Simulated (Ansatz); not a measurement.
System: C₂H₄BO₂ (charge 0, doublet). It need not be the lowest isomer of its formula. 
Geometry from a B3LYP-D3(BJ)/def2-TZVP (Ansatz, a quantum-chemistry and plane-wave program) optimisation:
```
C
C 1 1.3311
H 2 1.0837 1 121.49
H 1 1.0839 2 119.81 3 180.00
H 2 1.0849 3 116.69 1 180.00
B 1 1.5670 4 119.77 2 -180.00
O 6 1.3458 1 118.08 4 0.00
O 6 1.3735 7 121.29 1 -180.00
H 8 0.9632 6 113.93 7 0.00
```
Charge 0, spin multiplicity 2.

Parts of the frozen-core correlation energy in cc-pVTZ (Ansatz, hartree). Frozen orbitals: 5; correlated occupied orbitals by spin: 14 and 13; virtual: 187 and 188. UHF or UKS for open shells. No spin-orbit coupling. Non-relativistic.

```
term                            value
-------------------------  ----------
reference (HF)             -252.62068
MP2 opposite-spin                   ?
MP2 same-spin                -0.20346
CCSD correlation                    ?
(T)                                 ?
T1 diagnostic                   0.022
largest doubles amplitude       0.099
<S^2> of the reference          0.797
```

Task: What belongs in the gaps?

Result: 
- MP2 opposite-spin, value: -0.63149
- CCSD correlation, value: -0.87326
- (T), value: -0.03545
